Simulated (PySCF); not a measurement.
Work out the structure from these simulated measurements.

Formula: C3H8F3NSi.

* NMR, other nuclei: isotropic shieldings of nuclei other than C and H, by class: 245 (1 N), 255 (3 F), 408 (1 Si) ppm [GIAO KT3/pcSseg-1]
* Triplet: lowest triplet excitation (Tamm–Dancoff): 5.94 eV [TDA CAM-B3LYP/def2-SVPD]
* UV, first state: lowest singlet excitation: 6.16 eV (201 nm, f = 0.004) [TDDFT CAM-B3LYP/def2-SVPD]
* UV, strongest line: among the 10 lowest singlet transitions: S2 at 6.85 eV (181 nm, f = 0.045) [TDDFT CAM-B3LYP/def2-SVPD]
* 13C NMR: chemical shifts (computed TMS as zero) by class: 128.8 (1 C), 57.6 (1 C), 40.9 (1 C) ppm [GIAO KT3/pcSseg-1]
* Rotational structure: rotational constants A, B, C: 2.755, 1.126, 0.969 GHz [PBE0-D3(BJ)/def2-SVP]

The electronic properties come from PySCF, for the isolated species, density fitting. Levels stand in brackets. Isolated species at its PBE0-D3(BJ)/def2-SVP geometry (one conformer only). NMR values are class means; diastereotopic atoms form classes of their own.

Question: What is the compound? Reason from the data.

Answer: Numbering: `[CH3:1][N:2]([SiH3:3])[CH2:4][C:5]([F:6])([F:7])[F:8]`. Its formula, C3H8F3NSi, gives 0 degrees of unsaturation, so no ring and no π bond. 3 carbons fall into 3 classes; from least to most shielded: CF3 carbon [C5] (128.8 ppm), sp3 carbon bound to nitrogen [C4] (57.6 ppm), N-methyl carbon [C1] (40.9 ppm). The other shieldings belong to: 245 ppm, silicon-bound nitrogen [N2]; 255 ppm, fluorine of a CF3 group [F6/F7/F8]; 408 ppm, SiH3 silicon [Si3]. The optimised geometry has point group C1 and is an asymmetric top. Structure: `CN([SiH3])CC(F)(F)F`. The assignments are read from this structure; whether some other isomer fits the data as well wasn't checked.

Conformer computed: `[CH3:1][N:2]([SiH3:3])[CH2:4][C:5]([F:6])([F:7])[F:8]`: C1–N2–C4–C5 -81°, N2–C4–C5–F6 62°.
